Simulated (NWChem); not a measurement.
System: CH3Si cation, singlet

```xyz
5

C      0.0000     0.0000     1.0733
Si     0.0000     0.0000    -0.7501
H     -0.5142    -0.9068     1.4822
H     -0.5282     0.8987     1.4822
H      1.0424     0.0081     1.4822
```
Atoms are numbered in this order, from 1.

Low-valent species are run as closed-shell singlets; no triplet was tried in these runs. Geometry: optimised at PBE-D3(BJ)/def2-SVP.

List the 6 lowest vertical singlet excitations from PBE/def2-SVPD, full TDDFT (NWChem).


```
state  energy (eV)  oscillator strength  leading excitation (squared amplitude)
-----  -----------  -------------------  --------------------------------------
S1            3.52                0.019                      HOMO → LUMO (0.99)
S2            3.52                0.019                    HOMO → LUMO+1 (0.99)
S3            6.06                0.000                  HOMO−1 → LUMO+1 (0.33)
S4            6.20                0.001                  HOMO−1 → LUMO+1 (0.43)
S5            6.20                0.001                  HOMO−2 → LUMO+1 (0.43)
S6            7.05                0.088                  HOMO−2 → LUMO+1 (0.30)
```
